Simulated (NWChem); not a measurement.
CClF2

```xyz
4

F      1.0654    -0.0797    -1.0923
C      0.4325     0.3319     0.0000
F      1.0654    -0.0797     1.0923
Cl    -1.2808    -0.0327     0.0000
```
Charge 0, spin multiplicity 2.

The numbers come from NWChem runs, not from measurements. The geometry was optimised at UPBE/def2-SVP, a minimum by its harmonic frequencies.

The structure started from a generated list of species. The unpaired electrons of the parent sit in orbitals of symmetry a' (Cs labels of the run); other states weren't searched. No SCF solution was tested for a lower state.

Worked example. At BP86/def2-TZVP the molecule has a total energy of -698.08592 Ha and the free atoms (multiplicities F 2, C 3, Cl 2) F -99.76144, C -37.84645, Cl -460.19119 Ha. The electronic atomisation energy is the atoms' sum less the molecule's energy.

2·(-99.76144) + 1·(-37.84645) + 1·(-460.19119) = -697.56052 Ha for the atoms; less the molecule's energy this leaves 0.52540 Ha, or 329.7 kcal/mol (1379 kJ/mol), without zero-point, thermal or spin-orbit terms.
